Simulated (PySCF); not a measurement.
germyloxygermane (Ge2H6O), SMILES [GeH3][O][GeH3].

Geometry optimised at r2SCAN-D4/def2-SVP.

These are CAM-B3LYP/def2-TZVP run with PySCF values and carry that method's errors.

Isolated molecule, no solvent.

```yaml
total_energy: -4233.10696 hartree
point_group: C2v
highest_occupied_level: -9.58 eV
lowest_empty_level: 0.75 eV
orbital_gap: 10.33 eV
dipole_moment: 0.94 D
quadrupole, principal values (traceless, Buckingham form, about the centre of nuclear charge): -3.01, -1.47, 4.48 D·Å
mean_static_polarisability: 62.6 bohr³ (9.28 Å³)
polarisability_principal_values: 57.9, 58.8, 71.2 bohr³
```
